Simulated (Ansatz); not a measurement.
`COBCCl`, relaxed with RKS PBE-D4/def2-SVP in Ansatz from a rough embedded geometry. The force threshold is 0.03 eV/Å; the program also tests the step.

The species carries charge 0 and has multiplicity 1.

Start:

```xyz
11

C     1.228    1.124    0.116
O     0.621    0.403    1.084
B    -0.669    0.014    0.573
C    -0.944   -1.386   -0.207
Cl   -1.458   -1.076   -1.835
H     0.701    2.121   -0.141
H     1.430    0.580   -0.833
H     2.216    1.494    0.491
H    -1.641    0.678    0.698
H    -1.602   -2.030    0.320
H     0.118   -1.921   -0.266
```

(1) How much energy does the relaxation release, and in how many steps? (Best estimate.)

(2) Which bonds change most? (An estimate is asked.)

(3) Give the relaxed structure. (An estimate is asked.)

## Answers

(1) The calculation gave: 30.47 kcal/mol, in 11 steps.

(2) Computed: C4–Cl5 from 1.734 to 1.826 Å; O2–B3 from 1.442 to 1.353 Å; C4–H11 from 1.191 to 1.106 Å; C1–O2 from 1.351 to 1.421 Å.

(3) The calculation gave: 
```xyz
11

C     1.352    1.419    0.122
O     0.799    0.111    0.073
B    -0.530   -0.126    0.161
C    -1.029   -1.616   -0.025
Cl   -1.762   -1.561   -1.697
H     0.574    2.188    0.312
H     1.853    1.639   -0.843
H     2.114    1.460    0.927
H    -1.316    0.793    0.343
H    -1.831   -1.932    0.669
H    -0.224   -2.374   -0.041
```
